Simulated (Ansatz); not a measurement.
`B[O][Zn][SiH3]`. Charge 0, multiplicity 1. The structure was optimised at the PBE0-D4/def2-TZVP level. It is one conformer, not always the lowest.

```xyz
9

B     2.230   -1.656   -0.082
O     0.965   -1.567    0.333
Zn   -0.229   -0.227    0.182
Si   -1.871    1.436    0.048
H     2.848   -2.670    0.137
H     2.771   -0.743   -0.672
H    -2.250    1.911    1.407
H    -1.371    2.601   -0.731
H    -3.093    0.915   -0.622
```

**Question.** What is the dipole moment at B3LYP/def2-TZVPP? (An estimate is asked.)

**Answer.** Computed: 2.63 D, with components (-1.95, 1.75, -0.06) D in this frame, pointing from negative to positive charge.

**Question.** And with PBE, r2SCAN, ωB97M-V? (Estimate.)

**Answer.** Computed: PBE 2.67 D, r2SCAN 2.62 D, ωB97M-V 2.55 D.

**Question.** Give the Mulliken charges with B3LYP, r2SCAN, ωB97M-V in def2-TZVPP. (Estimate.)

**Answer.** Ansatz gave: 
```csv
atom,B3LYP,r2SCAN,ωB97M-V
B1,0.14,0.24,0.10
O2,-0.46,-0.51,-0.50
Zn3,0.35,0.39,0.38
Si4,0.20,0.20,0.07
H5,-0.03,-0.06,0.01
H6,-0.04,-0.07,-0.01
H7,-0.05,-0.06,-0.02
H8,-0.05,-0.06,-0.02
H9,-0.05,-0.06,-0.02
```

B3LYP here is the variant with VWN-RPA as its local correlation; programs differ in this.
